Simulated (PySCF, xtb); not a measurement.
Mg(OMe)(SiH3) (CH6MgOSi), SMILES [Mg]([O]C)[SiH3].

GFN2-xTB in xtb at its own geometry gives an orbital gap of 3.35 eV and a dipole moment of 3.05 D.

Geometry: B3LYP-D3(BJ)/def2-SVP. Other conformers were not sampled.

### Question
What does PySCF with r2SCAN/def2-TZVP give? (An estimate is asked for; the answer gives what the named calculation found.)

### Answer
gap 4.71 eV (levels -5.92 and -1.21 eV), dipole 0.41 D.
